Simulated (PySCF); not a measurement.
Compound: C6H9F.
Atom-mapped SMILES: `[CH3:1][C@@H:2]1[CH2:3][CH:4]=[CH:5][C@H:6]1[F:7]` (hydrogens: H8, H9, H10 on C1; H11 on C2; H12, H13 on C3; H14 on C4; H15 on C5; H16 on C6)

Computed with PySCF at wB97X-D/def2-SVPD, non-relativistic, on one gas-phase PBE0-D3(BJ)/def2-SVP geometry that isn't relaxed in the solvent. The solvent is an IEF-PCM continuum (Bondi radii, 1.10 Å for H, scaled by 1.2), and excitations are vertical TDDFT with non-equilibrium linear response and a frozen core. Specific hydrogen bonds and non-electrostatic terms are outside this model.

Gas-phase singlets (H = HOMO, L = LUMO):

```
state  E (eV)  λ (nm)      f  leading configuration
   S1   6.966     178  0.210                H→L 94%
   S2   7.463     166  0.026              H→L+1 71%
   S3   7.797     159  0.008              H-1→L 76%
   S4   8.296     149  0.015              H→L+3 68%
   S5   8.399     148  0.046              H→L+2 37%
```

Task: Give the list for chloroform (ε = 4.711), n² = 2.09.

Result: 
```tsv
state	E (eV)	λ (nm)	f	leading configuration	change by rank (eV)
S1	6.839	181	0.292	H→L 95%	-0.127
S2	7.477	166	0.034	H→L+1 70%	+0.014
S3	7.805	159	0.008	H-1→L 76%	+0.008
S4	8.314	149	0.026	H→L+3 88%	+0.018
S5	8.431	147	0.056	H→L+2 33%	+0.032
```

Task: The ground-state energy changes by -0.105 eV from gas to chloroform. By how much does the total energy of gas-phase S1 change?

Result: E(S1) = E(S0) + excitation energy, so it changes by -0.105 − 0.127 = -0.232 eV: it is lowered more than the ground state, which is what a red shift means. This is the vertical state, with the slow part of the continuum still set for S0.

Task: How do the frontier levels move from gas to chloroform?

Result: 
| orbital | gas (eV) | solvent (eV) | change (eV) | Löwdin shares, gas | Löwdin shares, solvent |
| --- | --- | --- | --- | --- | --- |
| LUMO+2 | 2.89 | 3.02 | +0.13 | C4 17 %, C1 17 %, H14 13 %, H10 9 % | C1 17 %, C4 16 %, H14 11 %, H9 9 % |
| LUMO+1 | 2.40 | 2.57 | +0.17 | C1 15 %, C3 14 %, C4 12 %, H12 9 % | C1 15 %, C4 13 %, C3 12 %, C5 8 % |
| LUMO | 1.81 | 1.89 | +0.08 | C4 34 %, C5 30 %, C6 7 %, C3 6 % | C4 34 %, C5 29 %, C6 7 %, C3 6 % |
| HOMO | -9.29 | -9.20 | +0.09 | C5 32 %, C4 30 %, C3 9 %, C6 8 % | C5 32 %, C4 30 %, C3 9 %, C6 8 % |
| HOMO-1 | -10.92 | -10.86 | +0.06 | F7 20 %, C6 17 %, C2 17 %, C5 10 % | C2 17 %, C6 17 %, F7 17 %, C1 10 % |
| HOMO-2 | -11.33 | -11.23 | +0.10 | F7 18 %, C2 16 %, C6 15 %, H11 9 % | C2 22 %, H11 14 %, C1 12 %, C6 10 % |
| HOMO-3 | -11.51 | -11.42 | +0.09 | C2 18 %, C1 17 %, C3 14 %, F7 12 % | C1 16 %, F7 16 %, C2 15 %, C3 12 % |

The HOMO–LUMO gap goes from 11.10 to 11.09 eV. Rows go by rank; for HOMO-3 and HOMO-2 the atom shares or the degeneracy differ between the runs, so the row needn't follow one orbital.

Note: wB97X-D ran without an empirical dispersion term, which enters the total energy and its gradient alone.
